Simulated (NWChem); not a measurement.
C$_{4}$H$_{2}$F$_{2}$O; SMILES Fc1ccc(F)o1

Computed with NWChem. Pople sets run with spherical d functions. Structure relaxed at the PBE0/def2-SVP level. Level: M06-2X/6-31G* with COSMO at NWChem's default radii, gas-phase geometry; rows give the dielectric constant.

For dielectric constant 1.5:

| Item | Value |
|---|---|
| electrostatic solvation energy (kcal/mol) | -0.7 |
| dipole in solution (D) | 1.77 |

Estimate the same quantities for dielectric constant 37.5.


* **electrostatic solvation energy (kcal/mol)**: -2.1
* **dipole in solution (D)**: 2.08
